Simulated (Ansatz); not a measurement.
Species: sum formula TiOF2 (charge 0, singlet). 
Structure (B3LYP-D3(BJ)/def2-TZVP (Ansatz, a first-principles code) minimum search):
```
Ti
O 1 1.6049
F 1 1.7992 2 115.99
F 1 1.7992 2 115.99 3 172.86
```
Charge 0, spin multiplicity 1.

CCSD(T) with Ansatz in growing basis sets, 24 correlated electrons. Valence correlation only, unless marked. Open shells are spin-unrestricted. Spin-orbit coupling is left out. Frozen are the shells of the preceding noble gas and the d and f shells that filled before the atom's block. No relativistic terms. Costs are ratios of core time to the smallest set, on shared machines of one kind, and rough; they hold the program's checks for lower states.

| basis | functions | cost over smallest | E(corr) (Eh) | electronic atomisation energy (kcal/mol) |
|---|---|---|---|---|
| def2-SVPD | 103 | 1× | -0.7715 | 421.6 |
| def2-TZVPPD | 187 | 5× | ? | ? |

Problem. What does the step to def2-TZVPPD buy, and how does its cost grow by formal scaling?

Solution. Formally CCSD grows as o²v⁴ and (T) as o³v⁴; with o = 12 and v going from 79 to 163 both grow 18-fold in the last step, while integrals and the mean field grow more slowly. That step adds 172.0 mEh of correlation energy and 6.4 kcal/mol to the atomisation energy. Row: E(corr) (Eh) -0.9435, electronic atomisation energy (kcal/mol) 428.0.
